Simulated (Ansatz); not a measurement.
`Cl[SiH](Cl)[GeH3]` + H₂ → `Cl[SiH2][GeH3]` + HCl at 400 K and 1 bar (hydrogenolysis of the Si–Cl bond).

Computed with Ansatz on PBE0-D4/def2-TZVP structures; ΔE is electronic, products minus reactants. CCSD(T)/CBS is the MP2 limit (def2-TZVPP, def2-QZVPP) plus CCSD(T) − MP2 in def2-TZVPP, frozen cores. This one scheme is used for every species. For Ge outer-core shells are correlated without core-valence functions, which leaves a few kJ/mol of doubt a bond. Scalar relativity is left out up to krypton.

| species | CCSD(T)/CBS energy (Eh) | H − E (kJ/mol) | S (J/(mol·K)) |
| --- | --- | --- | --- |
| `Cl[SiH](Cl)[GeH3]` | -3287.25008 | 127.0 | 402.0 |
| H₂ | -1.17544 | 38.0 | 139.0 |
| `Cl[SiH2][GeH3]` | -2828.01436 | 138.8 | 365.7 |
| HCl | -460.38127 | 29.6 | 195.4 |

H − E and S are ideal-gas, rigid-rotor, harmonic terms from PBE0-D4/def2-TZVP. The MP2-based limit puts H₂ 0.8 mEh under its directly extrapolated value; such offsets cancel only in part. 1 Eh = 2625.50 kJ/mol, R = 8.31446 J/(mol·K).

Task: By hand: ΔE, ΔH, ΔS and ΔG.

Result: ΔE = (-2828.01436) + (-460.38127) − (-3287.25008) − (-1.17544) = 0.02989 Eh = 78.5 kJ/mol. Δ(H − E) = 138.8 + 29.6 − 127.0 − 38.0 = 3.4, so ΔH = 81.9 kJ/mol. ΔS = 365.7 + 195.4 − 402.0 − 139.0 = 20.1 J/(mol·K). ΔG = 81.9 − 400 × (20.1)/1000 = 73.9 kJ/mol.

Task: By hand: the equilibrium constant, and the temperature at which ΔG would vanish if ΔH and ΔS stayed fixed.

Result: log₁₀ K = −ΔG/(RT ln 10) = -9.7. ΔG = 0 at ΔH/ΔS = 4075 K, far beyond where these terms or the molecules hold.

ΔH outweighs TΔS. A doubt of 5 kJ/mol in ΔE shifts log₁₀ K by 0.7 here. These are equilibria of isolated gas molecules and say nothing of rates. Largest T1 diagnostic: 0.011 (customary marks: 0.02 for closed shells, 0.045 for open ones).
